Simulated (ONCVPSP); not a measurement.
## Pm ONCV: all-electron and pseudo phase curves

* Element: promethium
* Generator: ONCVPSP 4.0.1
* Type: optimised norm-conserving Vanderbilt (ONCV)
* Functional: PW91
* Relativity: scalar-relativistic
* Frozen core: [Xe]
* Valence charge: 7
* Reference configuration: 4f5 6s1 6p1
* Partial waves: 6s: rc 3.35 bohr, ncon 3, nbas 7, qcut 1.7 1/bohr, 2 projectors, debl 1.5 Ha; 6p: rc 3.20 bohr, ncon 4, nbas 8, qcut 2.5 1/bohr, 2 projectors, debl 3.4 Ha; d scattering state at 0.05 Ha: rc 3.20 bohr, ncon 5, nbas 8, qcut 2.8 1/bohr, 3 projectors, debl 1.8 Ha; 4f: rc 1.50 bohr, ncon 5, nbas 10, qcut 12.3 1/bohr, 1 projector
* Local potential: polynomial inside 1.30 bohr (lpopt 5, dvloc0 0 Ha)
* Core correction: Teter function, fcfact 4.75, rcfact 1.05

In the d channel the program set the typed energies aside and used -0.102, 1.698, 3.498 Ha.

The phase is arctan(r·R′/R) of the radial function R(r), unwrapped; energies in Ha, scanned from -2 to 5 Ha. A pole is an energy at which the radial function vanishes at the test radius. The pseudo phase is shifted by a multiple of π to meet the all-electron one at the reference energy, and phase errors are pseudo minus all-electron; the curves can meet again beyond the range given. Levels narrower than the energy grid can be missing from the lists of poles.

Task: For each channel, where are the poles, and over which energies does the pseudopotential scatter like the atom?

Result:

```json
{"channel": "s", "radius (bohr)": "3.39", "reference energy (Ha)": "-0.16", "poles, all-electron": "-1.58, 0.70, 3.62", "poles, pseudo": "0.67, 1.09, 3.62", "unbroken range about the reference energy with phases within 0.05 rad": "-1.5 to 1.0", "phase error 1 Ha above the reference energy (rad)": "-0.012"}
{"channel": "p", "radius (bohr)": "3.25", "reference energy (Ha)": "-0.07", "poles, all-electron": "-0.83, 1.40, 4.76", "poles, pseudo": "-0.66, 0.96, 3.67", "unbroken range about the reference energy with phases within 0.05 rad": "-0.6 to 0.1", "phase error 1 Ha above the reference energy (rad)": "-0.106"}
{"channel": "d", "radius (bohr)": "3.25", "reference energy (Ha)": "-0.10", "poles, all-electron": "0.18, 2.37", "poles, pseudo": "0.18, 2.37, 4.71", "unbroken range about the reference energy with phases within 0.05 rad": "below 4.6", "phase error 1 Ha above the reference energy (rad)": "-0.004"}
{"channel": "f", "radius (bohr)": "1.52", "reference energy (Ha)": "-0.13", "poles, all-electron": "0.37", "poles, pseudo": "0.39", "unbroken range about the reference energy with phases within 0.05 rad": "below 1.3", "phase error 1 Ha above the reference energy (rad)": "+0.026"}
```

Note: ghosts flagged at negative energy: s at -124.1 eV, p at -18.1 eV; GHOST(+) flagged for s at 29.4 eV, p at 101.8 eV, d at 126.1 eV. A true bound ghost makes a file unfit for plane-wave use.

Phases in the s channel:

| E (Ha) | all-electron | pseudo |
| --- | --- | --- |
| -1.98 | 1.367 | -1.765 |
| -1.80 | 1.341 | -1.778 |
| -1.62 | 1.109 | -1.796 |
| -1.44 | -1.783 | -1.817 |
| -1.26 | -1.827 | -1.845 |
| -1.08 | -1.871 | -1.884 |
| -0.90 | -1.930 | -1.941 |
| -0.72 | -2.026 | -2.036 |
| -0.54 | -2.210 | -2.220 |
| -0.36 | -2.666 | -2.673 |
| -0.18 | -3.620 | -3.620 |
| 0.00 | -4.230 | -4.232 |
| 0.18 | -4.468 | -4.473 |
| 0.36 | -4.587 | -4.593 |
| 0.54 | -4.661 | -4.669 |
| 0.72 | -4.717 | -4.726 |
| 0.90 | -4.766 | -4.779 |
| 1.08 | -4.816 | -7.760 |
| 1.26 | -4.877 | -8.018 |
| 1.44 | -4.969 | -8.110 |
| 1.62 | -5.150 | -8.273 |
| 1.80 | -5.685 | -8.694 |
| 1.98 | -6.907 | -9.791 |
| 2.16 | -7.424 | -10.462 |
| 2.34 | -7.596 | -10.685 |
| 2.52 | -7.681 | -10.789 |
| 2.70 | -7.732 | -10.850 |
| 2.88 | -7.767 | -10.891 |
| 3.06 | -7.794 | -10.922 |
| 3.24 | -7.816 | -10.948 |
| 3.42 | -7.834 | -10.971 |
| 3.60 | -7.852 | -10.993 |
| 3.78 | -7.868 | -11.015 |
| 3.96 | -7.885 | -11.042 |
| 4.14 | -7.903 | -11.076 |
| 4.32 | -7.924 | -11.129 |
| 4.50 | -7.949 | -11.236 |
| 4.68 | -7.984 | -11.609 |
| 4.86 | -8.035 | -13.317 |
